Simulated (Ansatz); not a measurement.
C$_{2}$H$_{11}$NSi$_{2}$ (`CC[SiH](N)[SiH3]`) at its PBE0-D4/def2-TZVP geometry, where that method's forces vanish. Total charge 0; spin multiplicity 1.

```xyz
16

C    -0.5285   -1.2008    1.9719
C     0.4939   -0.7231    0.9433
Si   -0.1683    0.6039   -0.2050
N    -1.5682   -0.0016   -1.0198
Si    1.3904    1.2014   -1.8503
H    -0.1010   -1.9445    2.6496
H    -1.3920   -1.6669    1.4894
H    -0.8978   -0.3734    2.5841
H     1.3764   -0.3150    1.4491
H     0.8451   -1.5641    0.3367
H    -0.4312    1.8172    0.6393
H    -1.9012    0.4762   -1.8419
H    -2.3490   -0.3352   -0.4753
H     1.9182    0.0022   -2.5588
H     0.7713    2.0977   -2.8687
H     2.5419    1.9260   -1.2435
```

Question: What forces (eV/Å) does PBE-D4/def2-TZVPP give on these atoms in the Gaussian-basis code of Ansatz? (Best estimate.)

Answer: Computed: 
```
C1  -0.008  0.004  0.006
C2   0.005  0.012 -0.013
Si3  0.171  0.132  0.001
N4   0.125 -0.178 -0.074
Si5 -0.066 -0.024  0.058
H6   0.076 -0.151  0.140
H7  -0.176 -0.094 -0.085
H8  -0.078  0.155  0.124
H9   0.174  0.076  0.086
H10  0.078 -0.156 -0.120
H11 -0.010  0.135  0.102
H12 -0.128  0.156 -0.278
H13 -0.278 -0.114  0.175
H14  0.056 -0.116 -0.075
H15 -0.052  0.090 -0.106
H16  0.113  0.072  0.056
```
